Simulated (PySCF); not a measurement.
Si(H)(Cl)(OH)(NH2) (ClH₄NOSi), SMILES [SiH](N)(O)Cl. Coordinates come from a PBE0-D3(BJ)/def2-SVP optimisation. The values are those of a single conformer.

Level of theory: PBE0-D3(BJ)/def2-SVP in PySCF 2.14.0.

Harmonic wavenumbers (cm⁻¹): 188, 204, 250, 312, 340, 376, 521, 735, 795, 852, 882, 902, 989, 1531, 2291, 3626, 3732, 3933. Rotational constants (GHz): 6.564, 3.266, 2.429; symmetry number 1.

Work out the zero-point energy and the ideal-gas rigid-rotor harmonic-oscillator thermochemistry at 298.15 K and 1 atm.

ZPE = ½ Σ hcν = ½ × 22460 cm⁻¹ = 134.34 kJ/mol. H − E(el) = 153.02 kJ/mol. Entropy in J/(mol K): translation 165.87, rotation 109.73, vibration 47.45, total 323.05. G − E(el) = 56.70 kJ/mol. Cp = 95.59 J/(mol K).
